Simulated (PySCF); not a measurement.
## Ti⁺: ionisation energy

Ti⁺ [Ar] 3d2 4s1 (4F) → Ti²⁺ [Ar] 3d2 (3F), as a difference of total energies. Computed with PySCF 2.14 in pcseg-2 (6s4p3d2f1g, 56 functions), with no relativity, point nucleus. Correlated levels: valence: [Ar] frozen. The calculations carry no spin-orbit coupling.

```csv
method,ionisation energy (eV)
UHF,12.864
r2SCAN,13.738
MN15,13.290
MP2 (valence),13.026
SCS-MP2 (valence),12.918
```

**Question.** How much does correlation contribute at MP2 (valence)?

**Answer.** 13.026 − (12.864) = 0.162 eV, measured against UHF.

These non-relativistic numbers lack the scalar-relativistic shift.

The reference lies between the lowest fine-structure levels, while these numbers refer to the centres of the terms.

Errors of the correlated levels include the incompleteness of this basis and the frozen core.

For comparison: 13.575 eV (measured; NIST Atomic Spectra Database, ionization energies).
